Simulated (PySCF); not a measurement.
Below is a simulated gas-phase C 1s photoelectron spectrum of Ge(OMe)2Me2 (`C[O][Ge]([CH3])([CH3])[O]C`).

Every computed line was given a Gaussian of 0.6 eV full width at half maximum and an area set by the number of equivalent atoms; the highest printed point is 100. Method used: PySCF 2.14.0, delta-SCF UKS SCAN, pcX-2 on the ionised atom, pcseg-1 elsewhere, spin-free X2C.

binding energy (eV), intensity and a bar:
```
    289.4          0 
    289.5          1 
    289.6          2 #
    289.7          6 ##
    289.8         15 ####
    289.9         29 #########
    290.0         50 ###############
    290.1         74 ######################
    290.2         93 ############################
    290.3        100 ##############################
    290.4         92 ############################
    290.5         73 ######################
    290.6         50 ###############
    290.7         29 #########
    290.8         15 ####
    290.9          6 ##
    291.0          3 #
    291.1          2 
    291.2          3 #
    291.3          8 ##
    291.4         18 #####
    291.5         35 ###########
    291.6         57 #################
    291.7         80 ########################
    291.8         96 #############################
    291.9         99 ##############################
    292.0         87 ##########################
    292.1         66 ####################
    292.2         43 #############
    292.3         24 #######
    292.4         11 ###
    292.5          5 #
    292.6          2 
    292.7          0
```

Task: How many maxima does the curve show, and how many computed lines lie under it?

Result: The curve has 2 maxima (at 290.3 and 291.9 eV). Under it lie 2 lines from 2 inequivalent carbon sites.

Task: Decompose the envelope and assign each component. Bonds: Ge1–O2, Ge1–O7, Ge1–C12, Ge1–C16, O2–C3, O7–C8. Hydrogens: H4, H5, H6 on C3; H9, H10, H11 on C8; H13, H14, H15 on C12; H17, H18, H19 on C16.

Result: 
```
position (eV)  relative area  line    atoms                  environment
       290.30              2  C 1s  C12/C16  carbon bonded to Ge and 3 H
       291.87              2  C 1s    C3/C8   carbon bonded to O and 3 H
```

Task: What are the centre and the root-mean-square width of the whole band?

Result: The area-weighted mean of the lines is 291.08 eV. Their own spread about it is 0.78 eV (rms) and each Gaussian has σ = 0.6/2.355 = 0.25 eV; the variances add, which gives 0.82 eV.

Task: Above which line width would these two lines show one maximum?

Result: Two equal Gaussians merge once their distance is under 2σ = FWHM/1.177. With 1.57 eV between them that is a full width over 1.85 eV.

Lowest listed C 1s: C12/C16, bonded to 3 H and Ge. Highest, 1.57 eV above it: C3/C8, bonded to O and 3 H.

The curve has no shake-up lines and no vibrational structure. Atoms equivalent by their bonding share one computed value, that of the first of them. Isolated species at its PBE0-D3(BJ)/def2-SVP geometry (one conformer only).

On Intel Xeon at 2.50 GHz, one thread, shared host with 64 logical CPUs at a one-minute load of 58, this took 1.9 min of wall time and 0.83 GiB of memory at its peak.
